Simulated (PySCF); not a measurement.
## Two-component Hartree-Fock for Sn⁺ (tin, charge +1)

Start: [Kr] 4d10 5s2 5p1; 5p1/2 filled at m_j = +1/2. Calculated with PySCF 2.14 in x2c-QZVPPall-2c: generalised Hartree-Fock with the X2C-1e Hamiltonian and a Gaussian nucleus; one run each with spin-orbit coupling (SO) switched off, then screened by Boettger's factors.

```
spinor shell  electrons  ε, spin-free (eV)  ε, screened SO (eV)  weight of nominal j (screened SO)  rms radius, screened SO (bohr)
       1s1/2          2           -29355.5             -29353.0                              1.000                          0.0333
       2s1/2          2            -4531.6              -4530.8                              1.000                           0.136
       2p1/2          2            -4061.7              -4221.7                              1.000                           0.118
       3s1/2          2            -921.01              -920.66                              1.000                           0.361
       3p1/2          2            -763.59              -793.64                              1.000                           0.354
       3p3/2          4            -763.59              -749.60                              1.000                           0.366
       3d3/2          4            -522.12              -527.23                              1.000                           0.339
       3d5/2          6            -522.12              -518.26                              1.000                           0.343
       4s1/2          2            -168.14              -167.94                              1.000                           0.874
       4p1/2          2            -118.15              -123.56                              1.000                           0.930
       4p3/2          4            -118.15              -115.43                              1.000                           0.961
       4d3/2          4            -43.625              -44.196                              1.000                            1.18
       4d5/2          6            -43.625              -42.960                              1.000                            1.19
       5s1/2          2            -20.907              -20.823                              0.996                            2.54
       5p1/2          1            -14.080              -14.435                              0.991                            3.06
```

(1) Where does 2p3/2 lie, and what is the 2p spin-orbit splitting (screened SO)?

```
   quantity    spin-free  screened SO
E (hartree)  -6172.87785  -6174.36408
        M_J          1/2          1/2
       ⟨J²⟩        1.136        0.791
       ⟨L²⟩        2.044        2.059
       ⟨S²⟩        0.765        0.781
```

Each row is a mean over spinors that exchange with the open shell spreads, by up to 0.394 eV (4p1/2).

Breit and QED terms are absent; they matter most for the inner s and p1/2 levels.

Densities and radii are taken from the X2C orbitals without a picture-change correction, which distorts them close to the nucleus.

Without spin-orbit coupling the j labels of p, d and f shells carry no meaning; the spin-free column gives the mean over the occupied spinors of each nl shell, and its ⟨J²⟩ belongs to a mixture of degenerate components.

Answers

(1) At -3988.5 eV, 233.15 eV above 2p1/2.
